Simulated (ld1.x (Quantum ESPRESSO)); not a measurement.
## Sn: one change to a TM potential, before and after

ld1.x (Quantum ESPRESSO) 7.5 input, shortened:

```
&input
   title='Sn', zed=50., rel=1, dft='PBESOL', iswitch=3,
   config='[Kr] 4d10 5s1 5p3 5d-2'
 /
 &inputp
   pseudotype=2, tm=.true., lloc=0,
   nlcc=.false.
 /
3
5P  2  1   3.00   0.00  1.95  1.95  0.0
5D  3  2  -2.00   0.05  1.95  1.95  0.0
5S  1  0   1.00   0.00  1.85  1.85  0.0
 &test
   configts(1)='5s1 5p3'
 /
```

All-electron outer shells of the reference configuration (PBEsol, scalar-relativistic, ld1.x):

```csv
shell,level (eV),outermost node (bohr),outermost maximum (bohr)
4p,-91.11,0.41,0.79
4d,-27.27,0.39,0.88
5s,-11.46,0.98,1.99
5p,-4.34,1.09,2.52
```

Change: wave 5s (bound): rc 1.85 bohr becomes 5s (bound): rc 2.80 bohr.

Cutoffs: the cutoffs (Ry, on a coarse ladder) from which the occupation-weighted sum of valence levels, in a spherical-Bessel basis at the reference potential, stays within 10 and 1 mRy of its value at 400 Ry; they do not see the model core or the augmentation charge, which bear on the density cutoff. Errors are all-electron minus pseudo energies relative to the spin-unpolarised reference configuration.

Problem. What does the change do?

Solution. The potential gets softer (25 Ry and 45 Ry → 21 Ry and 45 Ry); both files keep a bound ghost (d); of the 7 tests that both files solve, the error grows in 2 and shrinks in 5 by more than 15 % and 0.3 meV (median size 13.1 → 6.1 meV). A larger radius leaves more room for a smooth pseudo-wave, so fewer plane waves are needed.

| quantity | base | changed |
| --- | --- | --- |
| cutoff, loose | 25 Ry | 21 Ry |
| cutoff, tight | 45 Ry | 45 Ry |
| loose cutoff by channel (10 mRy a level) | p 6 Ry, s 10 Ry | p 6 Ry, s 8 Ry |
| bound ghosts | d | d |
| error for 5s2 5p2, meV [ΔE -7.01 eV] | +13 | +0.5 |
| error for 5s2 5p1, meV [ΔE -0.11 eV] | +2.9 | -6.1 |
| error for 5s2 5p0, meV [ΔE 13.86 eV] | -27 | -12 |
| error for 5s1 5p2, meV [ΔE 7.58 eV] | -7.4 | -4.9 |
| error for 5s0 5p4, meV [ΔE 7.24 eV] | +16 | +10 |
| error for 5s2 5p2.3, meV [ΔE -7.86 eV] | +13 | +1.2 |
| error for 5s1 5p0, meV [ΔE 44.88 eV] | -12 | +34 |

 A true bound ghost makes a file unfit for plane-wave use even where its test errors are small: the radial tests pick states by their node count and pass the ghost by.
